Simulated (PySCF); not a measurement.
Electron correlation in N⁺ (nitrogen, charge +1)

[He] 2s2 2p2, high-spin 3P determinant. Computed with PySCF 2.14 in aug-cc-pVDZ-DK (4s3p2d, 23 functions), with the spin-free X2C one-electron Hamiltonian (Gaussian nucleus). Frozen: 1s2; 4 electrons correlated.

MP2 pair energies summed by pair of shells (mhartree):

| pair | energy | share (%) |
| --- | --- | --- |
| 2s-2p | -32.26 | 58.8 |
| 2s-2s | -17.32 | 31.6 |
| 2p-2p | -5.27 | 9.6 |

Total MP2 correlation energy: -54.84 mhartree.

Same-spin part -8.79 and opposite-spin part -46.06 mhartree; SCS-MP2 scales them by 1/3 and 6/5 to -58.20 mhartree.

```csv
level,correlation energy (mhartree)
CCSD,-77.22
(T),-0.87
CCSD(T),-78.09
```

Diagnostics: T1 = 0.0063, D1 = 0.0123, largest double amplitude 0.121.

Problem. Is a single reference adequate?

Solution. Mostly. T1 lies below 0.03, but a double amplitude of this size points to a near-degeneracy that CCSD handles and MP2 describes poorly.
